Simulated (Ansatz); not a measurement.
Computed with Ansatz on PBE0-D4/def2-TZVP structures; ΔE is electronic, products minus reactants. CCSD(T)/CBS adds triple-zeta CCSD(T) − MP2 to the extrapolated MP2 energy (def2 sets, frozen cores). Functionals use def2-TZVPP. For Ge outer-core shells are correlated without core-valence functions, which leaves a few kJ/mol of doubt a bond. Scalar relativity is left out up to krypton. One conformer a species, not always the lowest.

Consider the redistribution: `[AlH2][SiH2]S` + `C[O][Ge]([OH])([Cl])[Cl]` → `C[O][AlH][SiH2]S` + `[OH][GeH]([Cl])[Cl]`.

```
         level  ΔE (kJ/mol)
       ωB97M-V       -106.4
MP2/def2-TZVPP       -102.6
```

Task: What does CCSD(T)/CBS give? (Estimate.)

Result: The calculation gave: -104.0 kJ/mol. The listed levels differ from it by -2.4, 1.4 kJ/mol.

Largest T1 diagnostic among the species: 0.013.

The D4 term adds +4.1 kJ/mol with B3LYP and +2.2 kJ/mol with PBE0; it sums over pairs of atoms, weighted by their polarisabilities, and B3LYP, whose exchange is more repulsive, gets the larger term.

B3LYP here is the variant with VWN-RPA as its local correlation; programs differ in this.
